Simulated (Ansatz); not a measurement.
Frontier orbitals of H₄InO₃P, SMILES `OP(O)[O][InH2]`.

Total charge 0; spin multiplicity 1. Correlated methods include outer-core shells of In, which these sets cover unevenly. In takes the def2 core potential. The structure was optimised at the PBE0-D4/def2-TZVP level. It is one conformer, not always the lowest. Basis def2-TZVPP, Ansatz 0.2.0.

Orbital energies of one run (eV). Highest occupied ones, from the top: -9.27, -10.76, -11.31, -11.98, -12.21, -12.77, -13.82, -14.70, -14.96, -16.37, -18.17, -19.88, -24.03, -24.04. Empty: 0.23, 1.21, 1.76, 2.07, 2.56, 3.06.

Question: Which functional gave them?
A. ωB97M-V
B. r2SCAN0
C. BHLYP
D. CAM-B3LYP

Answer: A. HOMO energies: ωB97M-V -9.27, r2SCAN0 -7.19, CAM-B3LYP -8.42, BHLYP -8.24 eV.
